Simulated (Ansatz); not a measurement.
BBrFHO (`OB(F)Br`), relaxed with RKS PBE0-D4/def2-TZVP in Ansatz from a GFN2-xTB geometry. The force threshold is 0.005 eV/Å; the program also tests the step.

The species carries charge 0 and has multiplicity 1.

Start:

```xyz
5

O     0.620   -0.739   -0.434
B    -0.152   -0.008    0.347
F    -0.436   -0.461    1.550
Br   -0.889    1.661   -0.145
H     0.857   -0.454   -1.317
```

(1) How much energy does the relaxation release, and in how many steps? (Estimate.)

(2) Which bonds change most? (Estimate.)

(3) Give the relaxed structure. (Estimate.)

## Answers

(1) Ansatz gave: 1.11 kcal/mol, in 6 steps, 1 of them rejected.

(2) Ansatz gave: B2–Br4 from 1.890 to 1.930 Å; O1–B2 from 1.319 to 1.340 Å; O1–H5 from 0.957 to 0.960 Å; B2–F3 from 1.316 to 1.314 Å.

(3) The calculation gave: 
```xyz
5

O     0.641   -0.775   -0.433
B    -0.144   -0.034    0.361
F    -0.435   -0.474    1.564
Br   -0.868    1.666   -0.198
H     0.806   -0.383   -1.294
```
